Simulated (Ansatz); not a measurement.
Start from `FC(I)O[SiH3]` and change one atom or group to get `C=NC(F)O[SiH3]`.

Ansatz, PBE0-D4/def2-TZVP geometries, multiplicity 1. Each molecule was computed in one conformer, which needn't be the lowest.

Elements past krypton have def2 core potentials.

```csv
property,`FC(I)O[SiH3]`
LUMO energy (PBE0/def2-TZVPP) / eV,-1.23
LUMO energy (B3LYP/def2-TZVPP) / eV,-1.50
size of the dipole moment (PBE/def2-TZVPP) / D,1.53
HOMO–LUMO gap (PBE0/def2-TZVPP) / eV,6.32
size of the dipole moment (ωB97M-V/def2-TZVPP) / D,1.39
LUMO energy (PBE/def2-TZVPP) / eV,-2.11
```

Task: What does the change do to each property? (Best estimate.)

Result: Ansatz gave: 
| property | `C=NC(F)O[SiH3]` | shift |
| --- | --- | --- |
| LUMO energy (PBE0/def2-TZVPP) / eV | -1.24 | -0.01 |
| LUMO energy (B3LYP/def2-TZVPP) / eV | -1.50 | 0.00 |
| size of the dipole moment (PBE/def2-TZVPP) / D | 1.98 | 0.45 |
| HOMO–LUMO gap (PBE0/def2-TZVPP) / eV | 7.02 | 0.70 |
| size of the dipole moment (ωB97M-V/def2-TZVPP) / D | 2.17 | 0.78 |
| LUMO energy (PBE/def2-TZVPP) / eV | -2.35 | -0.24 |

Dipoles are sizes alone; their direction can turn.

B3LYP here is the variant with VWN-RPA as its local correlation; programs differ in this.

Spin–orbit coupling is left out; it splits and shifts lone-pair levels of the heavy atoms by tenths of an eV.
